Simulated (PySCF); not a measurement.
Simulation results for AlGeH$_{3}$NO, BGeH$_{6}$NSi, AlClGeH$_{3}$O, CH$_{4}$ClGeO

Calculation on a computer-drawn molecule: the log of a Hartree-Fock and frozen-core CCSD(T) single point meant for a local Hartree-Fock minimum, with one planted fault or none, to be diagnosed. Offsets are logged minus clean, where the clean run is the same molecule without the fault. The reference is restricted for singlets and unrestricted otherwise, and also for a bond in bohr or an excited solution. Adding or removing an electron swaps singlet and doublet. The excited solution moves the top pair (singlet) or top alpha electron (doublet) to the lowest empty orbital. Highest occupied and lowest empty are orbital energies over both spins, largest force is the largest gradient component, triples share is (T) over the correlation energy, the T1 limit is 0.02 restricted and 0.045 unrestricted, electrons count all cores, a negative frequency is imaginary (commonest isotopes), and the dipole is about the centre of nuclear charge; on germanium a core potential holds 10 electrons, which the energies leave out, and 3d is frozen in MP2 and coupled-cluster steps. Program: PySCF 2.14.0.

Common to all runs: meant charge 0; meant basis cc-pV(D+d)Z; meant basis and core potential on germanium cc-pVDZ-PP ECP10MDF; logged SCF converged yes; possible faults no fault, one electron removed, one electron added, multiplicity raised by two, geometry at a saddle point, SCF held on an excited solution, minimal basis STO-3G, one bond length entered in bohr, all coordinates scaled.

(1) 
```xyz
7
formula=AlGeH3NO meant_multiplicity=2 logged_electrons=63 logged_basis_functions=89 logged_spin_squared=3.7704 logged_highest_occupied=-5.2923 logged_lowest_empty=-0.16605 logged_largest_force=0.082983 logged_dipole_magnitude=2.9847 logged_SCF_stable_within_its_kind=yes logged_energy_HF=-666.21891 planted_fault=multiplicity_raised_by_two HF_energy_offset_from_clean_run=60.5
O     -1.3937    -3.4541     3.3264
Ge    -1.4419    -2.2482     1.9969
N      0.1303    -1.3922     1.9056
Al     1.4347    -0.4476     1.7052
H     -0.7774    -3.2178     4.0051
H     -1.7459    -3.0915     0.7316
H      2.6873     0.4556     1.5452
```

Units: logged_highest_occupied, logged_lowest_empty in eV; logged_largest_force in hartree/bohr; logged_dipole_magnitude in debye; logged_energy_HF in hartree; HF_energy_offset_from_clean_run in kcal/mol.

Drawn bonds:
```
atom  other atom  order
   1           2      1
   2           3      1
   3           4      2
   1           5      1
   2           6      1
   4           7      1
```

Notes: coupled-cluster numbers left out as unreliable.

(2) 
```xyz
10
formula=BGeH6NSi meant_multiplicity=1 logged_electrons=64 logged_basis_functions=104 logged_spin_squared=0 logged_highest_occupied=-8.9689 logged_lowest_empty=1.2482 logged_largest_force=0.021998 logged_T1_diagnostic=0.020402 logged_D1_diagnostic=0.069429 logged_triples_share=0.035396 logged_CC_converged=yes logged_dipole_magnitude=4.482 logged_SCF_stable_within_its_kind=yes logged_energy_HF=-664.91963 logged_energy_CCSD(T)=-665.43971 planted_fault=all_coordinates_scaled,by_+2.3_% HF_energy_offset_from_clean_run=3.271 CCSD(T)_energy_offset_from_clean_run=0.2475
Si    -2.6470    -0.1925    -3.6318
N     -1.2186    -0.1942    -2.9237
B      0.0399    -0.1679    -2.2904
Ge     0.7658     1.6327    -1.3667
H     -2.8470     0.1481    -5.0811
H     -3.9222    -0.5322    -2.9143
H      0.7456    -1.1799    -2.2572
H     -0.2577     2.8255    -1.4886
H      1.0573     1.4269     0.1688
H      2.1197     2.1159    -2.0136
```

Units: logged_highest_occupied, logged_lowest_empty in eV; logged_largest_force in hartree/bohr; logged_dipole_magnitude in debye; logged_energy_HF, logged_energy_CCSD(T) in hartree; HF_energy_offset_from_clean_run, CCSD(T)_energy_offset_from_clean_run in kcal/mol.

Drawn bonds:
```
atom  other atom  order
   1           2      2
   2           3      1
   3           4      1
   1           5      1
   1           6      1
   3           7      1
   4           8      1
   4           9      1
   4          10      1
```

Notes: T1 above single-reference limit.

(3) 
```xyz
7
formula=AlClGeH3O meant_multiplicity=2 logged_electrons=73 logged_basis_functions=98 logged_spin_squared=1.2043 logged_highest_occupied=-8.71 logged_lowest_empty=0.5185 logged_largest_force=0.029399 logged_T1_diagnostic=0.054133 logged_D1_diagnostic=0.25374 logged_triples_share=0.021274 logged_CC_converged=yes logged_dipole_magnitude=1.1139 logged_SCF_stable_within_its_kind=yes logged_energy_HF=-1071.46452 logged_energy_CCSD(T)=-1071.96556 planted_fault=one_bond_length_entered_in_bohr,row_3_of_the_drawn_bonds HF_energy_offset_from_clean_run=47.14 CCSD(T)_energy_offset_from_clean_run=54.82
O      2.2410    -0.3474     0.9113
Al     0.6226    -0.2209     0.4906
Cl    -0.7531    -1.6460     1.2315
Ge    -0.7142     2.9877    -2.5014
H      2.6788    -0.9806     1.4560
H      0.1511     4.2360    -2.6843
H     -2.1962     3.3634    -2.5636
```

Units: logged_highest_occupied, logged_lowest_empty in eV; logged_largest_force in hartree/bohr; logged_dipole_magnitude in debye; logged_energy_HF, logged_energy_CCSD(T) in hartree; HF_energy_offset_from_clean_run, CCSD(T)_energy_offset_from_clean_run in kcal/mol.

Drawn bonds:
```
atom  other atom  order
   1           2      1
   2           3      1
   2           4      1
   1           5      1
   4           6      1
   4           7      1
```

Notes: T1 above single-reference limit.

(4) 
```xyz
8
formula=CH4ClGeO meant_multiplicity=2 logged_electrons=67 logged_basis_functions=94 logged_spin_squared=0.8437 logged_highest_occupied=-3.7703 logged_lowest_empty=-2.0016 logged_largest_force=0.067688 logged_dipole_magnitude=3.4248 logged_SCF_stable_within_its_kind=no logged_energy_HF=-867.7578
C      0.7969     0.8374     1.9323
O      0.6463     1.7300     0.8597
Ge    -0.8122     1.8338    -0.1332
Cl    -0.6177     3.7043    -1.2086
H      1.6906     1.1270     2.4838
H     -0.0556     0.8713     2.6189
H      0.9251    -0.1921     1.5858
H     -2.0561     1.9264     0.7789
```

Units: logged_highest_occupied, logged_lowest_empty in eV; logged_largest_force in hartree/bohr; logged_dipole_magnitude in debye; logged_energy_HF in hartree.

Drawn bonds:
```
atom  other atom  order
   1           2      1
   2           3      1
   3           4      1
   1           5      1
   1           6      1
   1           7      1
   3           8      1
```

Notes: coupled-cluster numbers left out as unreliable.

## Withheld values
1. Which fault was planted in the run of CH$_{4}$ClGeO (entry 4)?

## Answers
1. SCF held on an excited solution

Further results for CH$_{4}$ClGeO (entry 4):

* HF energy offset from clean run: 129.6 kcal/mol
